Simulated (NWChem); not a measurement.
System: CH$_{3}$FSSe; SMILES CS[Se]F

Excerpt of the output:

```
             Northwest Computational Chemistry Package (NWChem) 7.3.0
             --------------------------------------------------------

                             Geometry "geometry" -> ""
                             -------------------------

 Output coordinates in angstroms (scale by  1.889725989 to convert to a.u.)

  No.       Tag          Charge          X              Y              Z
 ---- ---------------- ---------- -------------- -------------- --------------
    1 Se                  34.0000     0.36840100    -0.79488000     0.12509000
    2 F                    9.0000    -1.21809200    -1.49549600    -0.28699300
    3 S                   16.0000     0.20704500     1.20595700    -0.60693500
    4 C                    6.0000    -0.61492500     2.12270100     0.73150400
    5 H                    1.0000    -1.63036400     1.73706500     0.88921200
    6 H                    1.0000    -0.67175400     3.16806300     0.39201100
    7 H                    1.0000    -0.03248000     2.06905900     1.66054600

 Effective nuclear repulsion energy (a.u.)     359.1166438859

                              NWChem Property Module
                              ----------------------

                                 NWChem DFT Module
                                 -----------------

 Summary of "ao basis" -> "ao basis" (spherical)
 ------------------------------------------------------------------------------
       Tag                 Description            Shells   Functions and Types
 ---------------- ------------------------------  ------  ---------------------
 Se                        def2-svpd                15       41   6s5p4d
 F                         def2-svpd                 9       23   4s3p2d
 S                         def2-svpd                11       27   5s4p2d
 C                         def2-svpd                 8       20   4s2p2d
 H                         def2-svpd                 4        8   2s2p

            General Information
            -------------------
          SCF calculation type: DFT
          Wavefunction type:  closed shell.
          No. of atoms     :     7
          No. of electrons :    68
           Alpha electrons :    34
            Beta electrons :    34
          Charge           :     0
          Spin multiplicity:     1
          Use of symmetry is: off; symmetry adaption is: off
          Maximum number of iterations: 150
          AO basis - number of functions:   135
                     number of shells:    55
          Convergence on energy requested:  1.00D-06
          Convergence on density requested:  1.00D-05
          Convergence on gradient requested:  5.00D-04

              XC Information
              --------------
                     Hartree-Fock (Exact) Exchange  1.000
                   CAM-Becke88 Exchange Functional  1.000
                      VWN V Correlation Functional  0.190 local
              Lee-Yang-Parr Correlation Functional  0.810

           Range-Separation Parameters
           ---------------------------
           Alpha           :  0.19
           Beta            :  0.46
           Gamma           :  0.33
           Short-Range HF  :     F

             Grid Information
             ----------------
          Grid used for XC integration:  medium
          Radial quadrature: Mura-Knowles
          Angular quadrature: Lebedev.
          Tag              B.-S. Rad. Rad. Pts. Rad. Cut. Ang. Pts.
          ---              ---------- --------- --------- ---------
          Se                  1.15      112          12.0       590
          F                   0.50       49          12.0       434
          S                   1.00       88          12.0       590
          C                   0.70       49          13.0       434
          H                   0.35       45          13.0       434
          Grid pruning is: on
          Number of quadrature shells:   433
          Spatial weights used:  Erf1

      Superposition of Atomic Density Guess
      -------------------------------------

 Sum of atomic energies:       -2935.28567818

      Non-variational initial energy
      ------------------------------

 Total energy =   -2936.395624
 1-e energy   =   -4799.431848
 2-e energy   =    1503.919580
 HOMO         =      -0.243801
 LUMO         =      -0.061323

   convergence    iter        energy       DeltaE   RMS-Dens  Diis-err
 ---------------- ----- ----------------- --------- --------- ---------
 d= 0,ls=0.0,diis     1  -2938.9865428241 -3.30D+03  9.63D-03  6.99D-01
 d= 0,ls=0.0,diis     2  -2938.9707244689  1.58D-02  4.31D-03  1.04D+00
 d= 0,ls=0.0,diis     3  -2939.0613407052 -9.06D-02  1.07D-03  5.17D-02
 d= 0,ls=0.0,diis     4  -2939.0654751688 -4.13D-03  3.72D-04  1.91D-03
 d= 0,ls=0.0,diis     5  -2939.0657229183 -2.48D-04  9.71D-05  1.41D-04
  Resetting Diis
 d= 0,ls=0.0,diis     6  -2939.0657414109 -1.85D-05  4.42D-05  1.08D-05
 d= 0,ls=0.0,diis     7  -2939.0657441206 -2.71D-06  1.80D-05  1.54D-06
 d= 0,ls=0.0,diis     8  -2939.0657443948 -2.74D-07  8.10D-06  1.26D-06

         Total DFT energy =    -2939.065744394790
      One electron energy =    -4799.649403307198
           Coulomb energy =     1631.351891705552
    Exchange-Corr. energy =     -129.884876679086
 Nuclear repulsion energy =      359.116643885942

 Numeric. integr. density =       68.000003777883

                       DFT Final Molecular Orbital Analysis
                       ------------------------------------

 Vector   32  Occ=2.000000D+00  E=-3.956428D-01
              MO Center=  9.4D-02,  3.2D-01, -2.4D-01, r^2= 3.8D+00
   Bfn.  Coefficient  Atom+Function         Bfn.  Coefficient  Atom+Function
  ----- ------------  ---------------      ----- ------------  ---------------
    14      0.275309  1 Se py                77     -0.271528  3 S  py
    78      0.272582  3 S  pz                17      0.225615  1 Se py
    74     -0.224587  3 S  py                47      0.212826  2 F  py
    75      0.212322  3 S  pz                11     -0.169738  1 Se py
    13     -0.161606  1 Se px               121      0.159548  6 H  s

 Vector   33  Occ=2.000000D+00  E=-3.422889D-01
              MO Center=  9.3D-02,  9.7D-01, -3.8D-01, r^2= 2.5D+00
   Bfn.  Coefficient  Atom+Function         Bfn.  Coefficient  Atom+Function
  ----- ------------  ---------------      ----- ------------  ---------------
    76      0.503022  3 S  px                73      0.389402  3 S  px
    78      0.244954  3 S  pz                70      0.216068  3 S  px
    75      0.175500  3 S  pz                46     -0.138389  2 F  px
     5     -0.130977  1 Se s                112      0.129925  5 H  s
    96     -0.128454  4 C  px               128     -0.127613  7 H  s

 Vector   34  Occ=2.000000D+00  E=-3.079458D-01
              MO Center=  2.2D-01, -5.0D-01,  6.4D-02, r^2= 2.7D+00
   Bfn.  Coefficient  Atom+Function         Bfn.  Coefficient  Atom+Function
  ----- ------------  ---------------      ----- ------------  ---------------
    18      0.480479  1 Se pz                15      0.465831  1 Se pz
    12     -0.282230  1 Se pz                48      0.207829  2 F  pz
    16     -0.199664  1 Se px                13     -0.182075  1 Se px
    51     -0.146675  2 F  pz                68      0.134935  3 S  s
    75     -0.129160  3 S  pz                78     -0.129399  3 S  pz

 Vector   35  Occ=0.000000D+00  E=-3.037469D-02
              MO Center=  3.0D-01, -5.9D-01,  9.1D-02, r^2= 4.1D+00
   Bfn.  Coefficient  Atom+Function         Bfn.  Coefficient  Atom+Function
  ----- ------------  ---------------      ----- ------------  ---------------
    16      0.509947  1 Se px                13      0.363019  1 Se px
    19      0.358142  1 Se px                46     -0.264456  2 F  px
     4     -0.241069  1 Se s                  5     -0.237496  1 Se s
    44      0.224146  2 F  s                 10     -0.219110  1 Se px
    49      0.220073  2 F  px                76     -0.196105  3 S  px

 Vector   36  Occ=0.000000D+00  E=-5.187901D-03
              MO Center=  3.8D-01, -5.1D-02, -1.0D-01, r^2= 6.8D+00
   Bfn.  Coefficient  Atom+Function         Bfn.  Coefficient  Atom+Function
  ----- ------------  ---------------      ----- ------------  ---------------
     6      0.792831  1 Se s                 69     -0.795519  3 S  s
    20      0.670578  1 Se py                80      0.608999  3 S  py
    17      0.533897  1 Se py                77      0.450884  3 S  py
    14      0.314332  1 Se py                 5      0.296242  1 Se s
    68     -0.292907  3 S  s                  4      0.289226  1 Se s

 Vector   37  Occ=0.000000D+00  E= 3.777400D-02
              MO Center= -1.8D-01,  2.0D+00,  4.6D-01, r^2= 1.0D+01
   Bfn.  Coefficient  Atom+Function         Bfn.  Coefficient  Atom+Function
  ----- ------------  ---------------      ----- ------------  ---------------
     6      2.061308  1 Se s                 95      1.821545  4 C  s
   121     -1.292148  6 H  s                 94      1.283922  4 C  s
   129     -1.114900  7 H  s                 69     -1.058857  3 S  s
    80      1.038727  3 S  py               113     -0.609114  5 H  s
   126      0.447164  6 H  py                45     -0.436325  2 F  s

     Multipole analysis of the density
     ---------------------------------

     L   x y z        total         alpha         beta         nuclear
     -   - - -        -----         -----         ----         -------
     0   0 0 0     -0.000000    -34.000000    -34.000000     68.000000

     1   1 0 0      0.306172      1.238376      1.238376     -2.170581
     1   0 1 0      0.904278      1.850233      1.850233     -2.796188
     1   0 0 1      0.578330      0.960059      0.960059     -1.341789

     2   2 0 0    -33.246529    -59.535428    -59.535428     85.824328
     2   1 1 0     -2.981502      2.840476      2.840476     -8.662454
     2   1 0 1     -0.213746      3.041821      3.041821     -6.297388
     2   0 2 0    -29.762603   -209.951466   -209.951466    390.140329
     2   0 1 1      0.499971     -7.445635     -7.445635     15.391242
     2   0 0 2    -32.837897    -41.558516    -41.558516     50.279135

 *** CALLING NEW AORESP DRIVER FOR CLOSED AND OPEN SHELLS ***
 Entering AOResponse driver routine

--------------------------------------------------------------------------------

          -----------------------------------------------
          Solving response equations for perturbing field
          -----------------------------------------------

 number of frequencies:     1
 frequency in a.u.:  0.0000000E+00
 Perturbing field: electric
 Using El. Dipole Length Gauge

 Setting up CPKS with frequency omega =      0.00000000 a.u.

 STATIC response

                                NWChem CPHF Module
                                ------------------

  scftype          =     RHF
  nclosed          =       34
  nopen            =        0
  variables        =     3434
  # of vectors     =        3
  tolerance        = 0.10D-03
  level shift      = 0.00D+00
  max iterations   =       50
  max subspace     =       30

 SCF residual:    2.8783664226191875E-004

Iterative solution of linear equations
  No. of variables     3434
  No. of equations        3
  Maximum subspace       30
        Iterations       50
       Convergence  1.0D-04

   iter   nsub   residual    time
   ----  ------  --------  ---------
     1      3    3.15D+00     111.4
     2      6    1.68D+00     128.6
     3      9    6.10D-01     145.9
     4     12    1.16D-01     165.1
     5     15    3.25D-02     183.0
     6     18    1.22D-02     200.6
     7     21    4.37D-03     218.1
     8     24    7.29D-04     235.2
     9     27    3.53D-05     252.7

 Electric Dipole Response Matrix (nonzero elements):

              1        2        3
    1   54.0783  -3.0601  -1.8846
    2   -3.0601  81.9447  -0.0388
    3   -1.8846  -0.0389  54.3646

 ------------------------------------------
 average:        63.46251 + I       0.00000

 DFT Linear Response polarizability / au
 Frequency  =       0.0000000 / au
              X              Y              Z
 -----------------------------------------------
 X      54.0783055     -3.0601096     -1.8846384
 Y      -3.0601244     81.9446760     -0.0388164
 Z      -1.8846110     -0.0388688     54.3645502
 -----------------------------------------------
 Eigenvalues =      52.1519022     82.2777371     55.9578924
 Isotropic   =      63.4625105
 Anisotropic =      28.4146592
 -----------------------------------------------

 Magnetic Dipole Response Matrix (nonzero elements):

 Exiting AOResponse driver routine
```

Level: CAM-B3LYP/def2-SVPD. Structure relaxed at the PBE0/def2-SVP level.

Task: Which NWChem input produces such a log?

Result: One answer among several that fit: the input that was run:
```
start job
memory heap 200 mb stack 900 mb global 1100 mb
geometry units angstroms noautosym nocenter noautoz
  Se     0.368401    -0.794880     0.125090
  F     -1.218092    -1.495496    -0.286993
  S      0.207045     1.205957    -0.606935
  C     -0.614925     2.122701     0.731504
  H     -1.630364     1.737065     0.889212
  H     -0.671754     3.168063     0.392011
  H     -0.032480     2.069059     1.660546
end
basis spherical
  * library def2-svpd
end
dft
  xc xcamb88 1.00 lyp 0.81 vwn_5 0.19 hfexch 1.00
  cam 0.33 cam_alpha 0.19 cam_beta 0.46
  iterations 150
end
property
  response 1 0.0
end
task dft property
```
